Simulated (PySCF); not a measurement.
B(NMe2)(OH)(SH) (C₂H₈BNOS), SMILES CN(C)B(O)S. Atoms are numbered in the order given.

```xyz
14

B      0.0407     0.5465     0.1507
N     -0.7465    -0.5542    -0.2538
C     -2.1808    -0.4370    -0.4198
C     -0.2321    -1.8738    -0.5349
H     -2.4824    -0.6792    -1.4568
H     -2.7176    -1.1344     0.2516
H     -2.5064     0.5853    -0.1923
H     -0.6829    -2.6317     0.1343
H     -0.4557    -2.1782    -1.5754
H      0.8578    -1.9119    -0.4005
O     -0.5786     1.7514     0.3849
H      0.0184     2.4527     0.6600
S      1.8716     0.3076     0.3461
H      2.1512     1.5760     0.7129
```

Geometry optimised at r2SCAN-D4/def2-SVP. One conformer was computed; it need not be the lowest.

Two levels are set side by side: PBE/pcSseg-1 (PySCF) and PBE0/pcSseg-1 (PySCF). GIAO shifts against BF3 (¹¹B), H2O (¹⁷O), H2S (³³S), NH3 (¹⁵N), TMS (¹H), TMS (¹³C) at the same level; non-relativistic, no solvent, atoms listed together averaged. Differences are taken from unrounded values.

| quantity | PBE0 |
|---|---|
| δ(¹¹B) of B1 (ppm) | 16.1 |
| δ(¹⁵N) of N2 (ppm) | 83.8 |
| δ(¹⁷O) of O11 (ppm) | 123.6 |
| δ(¹H) of H12 (ppm) | 2.92 |
| δ(³³S) of S13 (ppm) | 67.3 |
| δ(¹H) of H14 (ppm) | 0.73 |

Question: What does PBE give, and how far is it from PBE0? (An estimate is asked for; the answer gives what the named calculation found.)

Answer: 
| quantity | PBE | PBE minus PBE0 |
|---|---|---|
| δ(¹¹B) of B1 (ppm) | 14.6 | -1.5 |
| δ(¹⁵N) of N2 (ppm) | 92.8 | 9.1 |
| δ(¹⁷O) of O11 (ppm) | 134.7 | 11.1 |
| δ(¹H) of H12 (ppm) | 2.83 | -0.08 |
| δ(³³S) of S13 (ppm) | 78.5 | 11.3 |
| δ(¹H) of H14 (ppm) | 0.55 | -0.18 |

Rough cost on one machine, each run with all the roots and properties that it gave: PBE0 against PBE within a factor of 2.
